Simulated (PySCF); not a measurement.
Relaxation of singlet RhF₃

All numbers come from PySCF, PBE0, basis Rh def2-TZVP with ECP28, F def2-TZVP (scalar-relativistic core potentials, no spin–orbit coupling, density fitting). A (50,194) grid was used.

A start displaced from a saddle point along its imaginary mode, of C3v symmetry, held to at least that symmetry:

```xyz
4
charge 0 multiplicity 1, angstrom
Rh    0.0000    0.0000   -0.0665
F     1.7900    0.0000    0.1200
F    -0.8950    1.5502    0.1200
F    -0.8950   -1.5502    0.1200
```

Optimiser trace:
| step | E − E(last) (kJ/mol) | largest gradient (Eh/bohr) |
| --- | --- | --- |
| 0 | 10.98 | 0.01189 |
| 1 | 0.69 | 0.00505 |
| 2 | 0.15 | 0.00099 |
| 3 | 0.02 | 0.00120 |
| 4 | 0.00 | 0.00030 |
| 5 | 0.00 | 0.00001 |

It ends at C3v with Rh–F 1.817 Å (×3); F–Rh–F 111.8° (×3). A frequency run shows a minimum. Other isomers or separated fragments may lie lower.

Final geometry:
Coordinates in bohr (charge 0 multiplicity 1):
```
Rh    0.0000    0.0000   -0.3581
F     3.2816    0.0000    0.6492
F    -1.6408    2.8420    0.6492
F    -1.6408   -2.8420    0.6492
```

The relaxation took about 90 core-seconds on a shared host.
